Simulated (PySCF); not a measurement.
Al(AsH2)(H)2 (AlAsH4), SMILES [AlH2][AsH2]. Atoms are numbered in the order given.

```xyz
6

Al    -1.6696     0.0085     0.0000
As     0.7568    -0.0614     0.0000
H      0.8210     0.9798     1.1084
H      0.8210     0.9798    -1.1084
H     -2.4561    -0.0223    -1.3776
H     -2.4561    -0.0223     1.3776
```
Charge 0, spin multiplicity 1.

Geometry optimised at PBE0-D3(BJ)/def2-TZVP.

Computed with KT2/pcSseg-2 run with PySCF.

GIAO shieldings, no solvent; atoms alike by connectivity are averaged. δ = σ(ref) − σ: ⁷⁵As against AsH3 (σ = 1927.1 ppm); ¹H against TMS (σ = 31.47 ppm), references at their B3LYP-D3(BJ)/def2-TZVP geometries, non-relativistic.

Computed chemical shifts:
```json
[
 {"nucleus": "⁷⁵As", "atoms": "As2", "count": "1", "δ (ppm)": "1.4"},
 {"nucleus": "¹H", "atoms": "H5, H6", "count": "2", "δ (ppm)": "6.67"},
 {"nucleus": "¹H", "atoms": "H3, H4", "count": "2", "δ (ppm)": "2.16"}
]
```
